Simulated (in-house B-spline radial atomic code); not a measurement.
Configurations of the bromine ion Br⁺, with energies counted from [Ar] 3d10 4s2 4p4. Method: non-relativistic AM05, spin-polarised, spherical fractional occupations, point nucleus. Calculated with a radial B-spline atomic code at the basis-set limit. Shells without spins written out take the highest spin.

Occupations are held fixed; configurations that lie above the ionisation limit could autoionise.

```csv
configuration,E - E(ref) (eV),highest orbital,its <r> (bohr)
[Ar] 3d10 4s2 4p3 5d1,16.657,5d up,7.923
[Ar] 3d10 4s1 4p4 4d1,24.856,4d up,3.227
[Ar] 3d10 4s1 4p4 5d1,29.325,5d up,7.84
"[Ar] 3d10 4s(1 up, 0 down) 4p(2 up, 2 down) 4f(0 up, 1 down)",32.501,4f down,8.445
[Ar] 3d9 4s2 4p4 5s1,81.642,5s up,4.21
"[Ne] 3s2 3p(3 up, 2 down) 3d10 4s2 4p(1 up, 3 down) 4d(0 up, 1 down)",185.94,4d down,3.131
[Ne] 3s2 3p5 3d10 4s2 4p4 5f1,192.48,5f up,14.27
```

(1) Order these further configurations by energy, lowest first.
A. [Ar] 3d10 4s2 4p(2 up, 2 down)
B. [Ne] 3s2 3p5 3d10 4s2 4p4 5d1
C. [Ar] 3d10 4s2 4p(2 up, 1 down) 4d(0 up, 1 down)
D. [Ar] 3d(5 up, 4 down) 4s2 4p(2 up, 2 down) 5f(1 up, 0 down)
E. [Ar] 3d9 4s2 4p4 5d1

(2) How far above the reference does [Ne] 3s2 3p5 3d10 4s2 4p5 lie?

(3) How far above the reference does [Ne] 3s2 3p5 3d10 4s2 4p4 5p1 lie?

(4) How far above the reference does [Ar] 3d10 4s2 4p3 4f1 lie?

Results:

(1) A (0.86417 eV), C (15.193 eV), E (87.118 eV), D (90.476 eV), B (190.25 eV).

(2) 170.92 eV; its least bound orbital is 4p down with <r> = 1.871 bohr.

(3) 187.27 eV; its least bound orbital is 5p up with <r> = 5.12 bohr.

(4) 17.641 eV; its least bound orbital is 4f up with <r> = 8.42 bohr.
